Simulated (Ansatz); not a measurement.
```yaml
crystal:
  periodic: [false, false, false]
  atoms:
    - {symbol: B, position_ang: [-0.720823, -2.182194, 0.098995]}
    - {symbol: O, position_ang: [-0.324264, -1.065522, 0.717123]}
    - {symbol: C, position_ang: [0.067646, 0.191341, 0.132064]}
    - {symbol: C, position_ang: [-0.027401, 0.200500, -1.381828]}
    - {symbol: C, position_ang: [1.500565, 0.426313, 0.581487]}
    - {symbol: C, position_ang: [-0.862955, 1.231560, 0.733955]}
    - {symbol: H, position_ang: [-0.994306, -3.104931, 0.813843]}
    - {symbol: H, position_ang: [-0.803116, -2.270056, -1.094534]}
    - {symbol: H, position_ang: [-1.047222, 0.011826, -1.722174]}
    - {symbol: H, position_ang: [0.277006, 1.183266, -1.747618]}
    - {symbol: H, position_ang: [0.627477, -0.547557, -1.831997]}
    - {symbol: H, position_ang: [1.850542, 1.405960, 0.249669]}
    - {symbol: H, position_ang: [1.566275, 0.382180, 1.669906]}
    - {symbol: H, position_ang: [2.162004, -0.336286, 0.164652]}
    - {symbol: H, position_ang: [-0.816215, 1.193583, 1.823573]}
    - {symbol: H, position_ang: [-1.894232, 1.045782, 0.426278]}
    - {symbol: H, position_ang: [-0.579880, 2.234031, 0.406605]}
basis:
  gaussian: {orbitals: cc-pVDZ}
hamiltonian: {xc: {name: CAM-B3LYP}, dispersion: d3bjatm}
```

```sh
$ ansatz run in.yaml --threads 4 --pin off --events-out ev --progress --plain --max-ram 11315MiB
```

Output, abridged:

```
Functional definition: CAM-B3LYP
1647 factors; their error is unknown
491 factors; integrals over basis functions are off by at most 1.1e-5 eV
mean field evaluation 1: about -7041.4994 eV, gradient 5.5e1 eV
mean field evaluation 2: about -7041.6929 eV, gradient 5.7e1 eV
mean field evaluation 4: about -7048.2441 eV, gradient 2.0e0 eV
mean field evaluation 8: about -7048.2550 eV, gradient 3.0e-2 eV
mean field evaluation 16: about -7048.2151 eV, gradient 3.7e-5 eV
mean field -7048.21505041 eV, -259.0171256510 hartree, gradient 3.7e-5 eV, S^2 0.000000; 0 other end points of the search recorded, 0 dependent functions left out
reference -7048.21518089 eV, -259.0171304457 hartree; 24, 24 occupied and 115, 115 virtual orbitals, 1647 factors
Total energy: -7048.48859146 eV, -259.0271780992 hartree
```

It took 1.9 s on 4 threads of an Arm Neoverse V2 on a shared host, with 0.34 GiB of host memory at the peak.
